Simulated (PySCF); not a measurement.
Problem. Give a PBE0-D3(BJ)/def2-SVP geometry of `O=C[SiH2]C#[C][GeH3]`.

Solution. 
```xyz
12
C3H6GeOSi angstrom
O     -3.8401    1.1964    0.1961
C     -2.6542    1.0230    0.3138
Si    -1.8169   -0.5146   -0.5138
C     -0.0087   -0.4393   -0.2395
C      1.1927   -0.3355   -0.0267
Ge     3.0635   -0.1567    0.2860
H     -2.0231    1.7466    0.9022
H     -2.1317   -0.4835   -1.9698
H     -2.3914   -1.7424    0.1063
H      3.3306    1.2578    0.8188
H      3.4900   -1.2080    1.3192
H      3.8008   -0.3775   -1.0416
```

Orientation and origin are arbitrary. Atoms count from 1 in this order. The 6 heavy atoms lie in one plane (0.019 Å rms). The C–Si distances run from 1.830 Å (Si3–C4, drawn single) to 1.937 Å (C2–Si3, drawn single), a spread of 0.107 Å. Si3 (SiH2 silicon) is tetrahedral (angles from 108.0° to 110.7°). Ge6 (germanium bonded to C and 3 H) is tetrahedral (angles from 108.3° to 110.5°).

Bonds between heavy atoms (Å): O1=C2 1.204, C2–Si3 1.937, Si3–C4 1.830, C4≡C5 1.225, C5–Ge6 1.905.

Level of theory: PBE0-D3(BJ)/def2-SVP geometry optimisation, gas phase (PySCF).

Stationary, but not proved a minimum. One conformer, not necessarily the lowest (O1–C2–Si3–C4 177°).
